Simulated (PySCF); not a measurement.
# Trend along group 14: MNa molecules

PBE0 with double-zeta basis sets in PySCF, for the lowest determinant that a PBE0 search found; no spin–orbit coupling. De refers to high-spin ground-configuration atoms. A positive dipole means M(−)Na(+).

```csv
M,basis,state (unpaired electrons),Re (Å),ωe (cm⁻¹),De (eV),μ (D)
C,cc-pVDZ,"quartet (σ ↑, π ↑↑)",2.236,431,1.95,7.26
Si,def2-SVPD,"quartet (σ ↑, π ↑↑)",2.706,255,1.45,7.09
Ge,cc-pVDZ/cc-pVDZ-PP,"quartet (σ ↑, π ↑↑)",2.754,203,1.28,6.87
Sn,def2-SVP,"quartet (σ ↑, π ↑↑)",2.918,180,1.18,7.02
Pb,def2-SVP,"quartet (σ ↑, π ↑↑)",2.968,165,1.06,6.59
```

The shortest bond is that of NaC (2.236 Å), the longest that of NaPb (2.968 Å).

The rows differ in basis set, which adds steps of its own.

Down a group the atoms grow and get heavier, so bonds lengthen and wavenumbers fall; this series shows no clear exception.

Spin–orbit coupling is left out, which matters for elements this heavy, above all for dissociation energies. States were picked by a PBE0 search and need not be the measured ground states.
